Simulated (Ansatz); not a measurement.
Ansatz (a program for electronic structure) input file for YF2, SMILES [F][Y+][F], charge +1, PBE-D3(BJ)/def2-TZVP. 

Ansatz 0.2 input:
```yaml
crystal:
  periodic: [false, false, false]
  atoms:
    - {symbol: Y, position_ang: [0.00000000, -0.00000000, 0.33958852]}
    - {symbol: F, position_ang: [0.00000000, -1.59089549, -0.73577513]}
    - {symbol: F, position_ang: [0.00000000, 1.59089550, -0.73577512]}
basis:
  gaussian:
    orbitals: def2-TZVP
hamiltonian:
  xc: pbe
  dispersion: d3bj
total_charge: 1
relax: {f_tol: 0.002, max_steps: 200}
```

Log of the run:

```
WARN ansatz: RAYON_NUM_THREADS=1 ignored (pool sized by the plan → 1); use --threads N
Functional definition: PBE
integrals: 0.03 GiB planned
648 factors; their error is unknown
mean field: 0.21 GiB planned
mean field evaluation 1: about -6445.1563 eV, gradient 1.3e2 eV
mean field evaluation 2: about -5826.7896 eV, gradient 4.1e2 eV
mean field evaluation 4: about -6471.0921 eV, gradient 1.3e1 eV
mean field evaluation 8: about -6471.4943 eV, gradient 1.1e-1 eV
mean field evaluation 16: about -6471.4895 eV, gradient 7.6e-5 eV
mean field -6471.48949830 eV, -237.8228525293 hartree, gradient 7.5e-5 eV, S^2 0.000000; 0 other end points of the search recorded, 0 dependent functions left out
the calculation of the forces begins
reference -6471.48956670 eV, -237.8228550429 hartree; 14, 14 occupied and 88, 88 virtual orbitals, 648 factors
relax step   1: F+E_penalty+E_count = -6471.52113273 eV  Δ(F+E_penalty+E_count) = +0.000e0 eV  max|allowed force component| = 7.011e-2 eV/Å  Δτ_max = 0.0000 Å  (28 SCF iters, accepted)
these checks for a lower state are left out or cut short: starts, cluster_reference, orbital_swaps, neighbouring_geometries, increment
integrals: 0.03 GiB planned
648 factors; their error is unknown
mean field: 0.21 GiB planned
mean field -6471.49113701 eV, -237.8229127510 hartree, gradient 1.8e-5 eV, S^2 0.000000; 0 other end points of the search recorded, 0 dependent functions left out
the calculation of the forces begins
reference -6471.49120540 eV, -237.8229152643 hartree; 14, 14 occupied and 88, 88 virtual orbitals, 648 factors
relax step   2: F+E_penalty+E_count = -6471.52283814 eV  Δ(F+E_penalty+E_count) = -1.705e-3 eV  max|allowed force component| = 3.391e-2 eV/Å  Δτ_max = 0.0160 Å  (26 SCF iters, accepted)
these checks for a lower state are left out or cut short: starts, cluster_reference, orbital_swaps, neighbouring_geometries, increment
integrals: 0.03 GiB planned
648 factors; their error is unknown
mean field: 0.21 GiB planned
mean field evaluation 32: about -6471.4914 eV, gradient 1.6e-5 eV
mean field -6471.49139156 eV, -237.8229221053 hartree, gradient 1.6e-5 eV, S^2 0.000000; 0 other end points of the search recorded, 0 dependent functions left out
the calculation of the forces begins
reference -6471.49145989 eV, -237.8229246163 hartree; 14, 14 occupied and 88, 88 virtual orbitals, 648 factors
relax step   3: F+E_penalty+E_count = -6471.52314008 eV  Δ(F+E_penalty+E_count) = -3.019e-4 eV  max|allowed force component| = 2.244e-3 eV/Å  Δτ_max = 0.0107 Å  (27 SCF iters, accepted)
these checks for a lower state are left out or cut short: starts, cluster_reference, orbital_swaps, neighbouring_geometries, increment
integrals: 0.03 GiB planned
648 factors; their error is unknown
mean field: 0.21 GiB planned
mean field -6471.49139409 eV, -237.8229221984 hartree, gradient 3.0e-5 eV, S^2 0.000000; 0 other end points of the search recorded, 0 dependent functions left out
the calculation of the forces begins
reference -6471.49146242 eV, -237.8229247096 hartree; 14, 14 occupied and 88, 88 virtual orbitals, 648 factors
relax step   4: F+E_penalty+E_count = -6471.52314067 eV  Δ(F+E_penalty+E_count) = -5.902e-7 eV  max|allowed force component| = 3.520e-4 eV/Å  Δτ_max = 0.0004 Å  (19 SCF iters, accepted)
integrals: 0.03 GiB planned
648 factors; their error is unknown
mean field: 0.21 GiB planned
mean field -6471.49139409 eV, -237.8229221984 hartree, gradient 3.0e-5 eV, S^2 0.000000; 1 other end points of the search recorded, 0 dependent functions left out
the calculation of the forces begins
reference -6471.49146242 eV, -237.8229247096 hartree; 14, 14 occupied and 88, 88 virtual orbitals, 648 factors
Total energy: -6471.52320901 eV, -237.8240913750 hartree
Atom 0 at     0.000000    -0.000000     0.360726 Å, force    -0.000000    -0.000000    -0.000352 eV/Å
Atom 1 at    -0.000000    -1.566891    -0.746344 Å, force    -0.000000     0.000205     0.000176 eV/Å
Atom 2 at    -0.000000     1.566891    -0.746344 Å, force     0.000000    -0.000205     0.000176 eV/Å
Dipole moment:    -0.000000     0.000000     1.369143 e Å
```

The calculation finished and met its thresholds.
